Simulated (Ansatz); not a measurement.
`C[O][GeH]([CH3])[NH]C(C)(C)C`, 26 atoms. The species carries charge 0 and has multiplicity 1. Correlated methods include outer-core shells of Ge, which these sets cover unevenly. Scalar relativity is left out up to krypton. All runs use 6 threads of an AMD EPYC 7R13 on a shared host and a share of an NVIDIA H100 80 GB. Correlated methods freeze the cores.

Question: How many basis functions does each run have, and how long does it take in Ansatz? RKS B97M-V/def2-TZVPP energy; RKS PBE-D4/def2-TZVPP energy and forces; RHF-CCSD(T)/def2-TZVPP energy; RKS PBE0-D4/def2-QZVPP energy; RHF-MP2/def2-QZVPP energy; direct RPA on PBE orbitals/def2-TZVPP energy; RKS PBE0-D4/def2-TZVP relaxation (9 steps); RKS PBE0-D4/def2-SVP energy; RKS ωB97M-V/def2-SVP energy; RKS ωB97M-V/def2-QZVPP energy; RKS LC-ωPBE/def2-TZVPP energy; RHF-CCSD(T)/def2-SVP energy. (An estimate is asked.)

Answer: Ansatz gave: Other jobs shared the machine, so times are rough.

```
                                level                   job  functions  wall time  peak host memory (GiB)
                 RKS PBE0-D4/def2-SVP                energy        229      1.6 s                    0.87
                 RKS ωB97M-V/def2-SVP                energy        229      2.2 s                       1
                RKS PBE-D4/def2-TZVPP     energy and forces        534      2.3 s                     1.1
               RKS LC-ωPBE/def2-TZVPP                energy        534      2.6 s                     1.1
                RKS B97M-V/def2-TZVPP                energy        534      2.8 s                     1.2
                 RHF-CCSD(T)/def2-SVP                energy        229      3.7 s                    0.86
               RKS PBE0-D4/def2-QZVPP                energy       1055      4.6 s                     1.6
direct RPA on PBE orbitals/def2-TZVPP                energy        534      4.8 s                       3
               RKS ωB97M-V/def2-QZVPP                energy       1055      6.5 s                     1.8
                   RHF-MP2/def2-QZVPP                energy       1055      7.5 s                     1.9
                RKS PBE0-D4/def2-TZVP  relaxation (9 steps)        398       14 s                     1.1
               RHF-CCSD(T)/def2-TZVPP                energy        534      110 s                     2.9
```

LC-ωPBE has ω = 0.4 bohr⁻¹.
